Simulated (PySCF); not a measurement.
**Two-component Hartree-Fock for Tl⁶²⁺ (thallium, charge +62)**

Start: [Ar] 3d1; 3d5/2 filled at m_j = +5/2. Calculated with PySCF 2.14 in an even-tempered Gaussian basis (15 s from 20 bohr⁻², ratio 2.8; 12 p from 26 bohr⁻², ratio 2.8; 8 d from 26 bohr⁻², ratio 2.8; 3 f from 79 bohr⁻², ratio 3): generalised Hartree-Fock with the X2C-1e Hamiltonian and a Gaussian nucleus; one run each with spin-orbit coupling (SO) screened by Boettger's factors, then bare. This is a chosen level, not necessarily the ground level.

```csv
spinor shell,electrons,"ε, screened SO (eV)","ε, bare SO (eV)",weight of nominal j (bare SO),"rms radius, bare SO (bohr)"
1s1/2,2,-90755.7,-90754.1,1.000,0.0184
2s1/2,2,-20091.7,-20091.4,1.000,0.0736
2p1/2,2,-19482.8,-19530.5,1.000,0.0620
2p3/2,4,-17384.8,-17371.0,1.000,0.0701
3s1/2,2,-7790.5,-7790.4,1.000,0.181
3p1/2,2,-7541.7,-7553.8,1.000,0.171
3p3/2,4,-7003.7,-7000.1,1.000,0.186
3d5/2,1,-6601.5,-6595.0,1.000,0.161
```

```csv
quantity,screened SO,bare SO
E (hartree),-16132.37935,-16134.04714
M_J,5/2,5/2
⟨J²⟩,8.750,8.750
⟨L²⟩,6.085,6.090
⟨S²⟩,0.835,0.840
```

Each row is a mean over spinors that exchange with the open shell spreads, by up to 30.322 eV (3p3/2).

Breit and QED terms are absent; they matter most for the inner s and p1/2 levels.

Densities and radii are taken from the X2C orbitals without a picture-change correction, which distorts them close to the nucleus.
